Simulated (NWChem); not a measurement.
**Correlation energy of OPb**

```
Pb
O 1 1.9646
```
Charge 0, spin multiplicity 1.

Program: NWChem. All single points use one geometry, from PBE/def2-SVP with def2 effective core potentials on Pb, a minimum by its harmonic frequencies.

Basis set: def2-TZVP. Each correlation energy counts from its own Hartree-Fock reference.

Effective core potentials replace the inner electrons of Pb; spin-orbit coupling is left out. The correlated methods keep 5 core orbitals frozen. The structure started from a generated list of species. No row is a measurement; the coupled-cluster row has its own basis-set and correlation limits.

Question: For the correlation energy, MP2 gives -669.3 mHa and CR-CCSD[T] gives -645.2 mHa. What do SCS-MP2, CCSD(T), CR-CCSD(T) give?

Answer: SCS-MP2: -614.5 mHa; CCSD(T): -647.1 mHa; CR-CCSD(T): -638.3 mHa.
